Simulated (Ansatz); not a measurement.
Molecule: trichloro(methoxy)silane, CH₃Cl₃OSi (charge 0, singlet). 
Structure (B3LYP-D3(BJ)/def2-TZVP (Ansatz, a program for electronic structure) minimum search):
```
O
C 1 1.4283
H 2 1.0877 1 107.24
H 2 1.0914 3 109.43 1 -119.99
H 2 1.0914 3 109.43 4 -120.03
Si 1 1.6106 2 126.13 3 -180.00
Cl 6 2.0279 1 107.46 2 -180.00
Cl 6 2.0447 1 110.84 2 59.84
Cl 6 2.0447 1 110.84 2 -59.84
```

Dipole moments at this geometry, in debye (magnitudes).

| level | program | dipole (D) |
|---|---|---|
| BLYP/def2-TZVPD | Ansatz | 1.95 |
| PBE0/def2-TZVPD | Ansatz | 1.98 |
| CAM-B3LYP/def2-TZVPD | Ansatz | 2.04 |
| LC-wPBE/def2-TZVPD | Ansatz | 2.07 |
| wB97X-V/def2-TZVPD | Ansatz | 2.03 |
| CCSD(T)/aug-cc-pV(D+d)Z | Ansatz | 2.00 |
